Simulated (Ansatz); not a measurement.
The cluster Ag8Te4⁺. Total charge 1; doublet. Geometry PBE-D4/def2-SVP, basis def2-TZVP, Ansatz.

Cartesian coordinates in Å:
```
Ag 1.982 2.707 -2.856
Ag -1.843 1.186 0.728
Ag 1.699 -1.082 -0.477
Ag -1.350 -1.186 2.221
Ag -0.696 -2.699 -0.108
Ag 0.757 1.661 -0.582
Ag 1.085 0.358 2.082
Ag -1.145 -0.299 -1.734
Te -3.083 -1.206 -0.008
Te 1.235 -2.383 1.898
Te 0.063 2.829 1.760
Te 1.295 0.112 -2.922
```

```
run  HOMO (eV)  LUMO (eV)
  A      -9.17      -8.20
  B      -8.58      -8.55
  C      -9.76      -7.52
  D      -8.66      -8.59
```

In the def2 sets Ag, Te take a core potential; there is no spin–orbit coupling. Single mean-field runs in def2-TZVP are fitted with def2-universal-jkfit. HOMO above LUMO, or a gap near zero within one spin, warns that the state may not be the lowest or that an electron is smeared out. No other spin state of charge 1 was run. Another isomer (doublet) lies 0.09 eV lower at PBE0-D4/def2-TZVP; other spin states weren't run for this one.

HOMO and LUMO are taken over both spins.

**Question.** The runs used BHLYP, PBE, PBE0, r2SCAN. Estimate which is which.

**Answer.** A PBE0 (25 % exact exchange); B PBE (0 % exact exchange); C BHLYP (50 % exact exchange); D r2SCAN (0 % exact exchange). Exact exchange lowers occupied and raises empty levels; among semilocal functionals meta-GGAs tend to open the gap a little, and such runs are hard to tell apart. The gap grows from 0.02 eV (PBE) to 2.24 eV (BHLYP). At PBE-D4/def2-TZVP, r2SCAN-D4/def2-TZVP the gap within one spin of the charge 1 doublet nearly closes, so an electron or hole may be smeared out by delocalisation error.
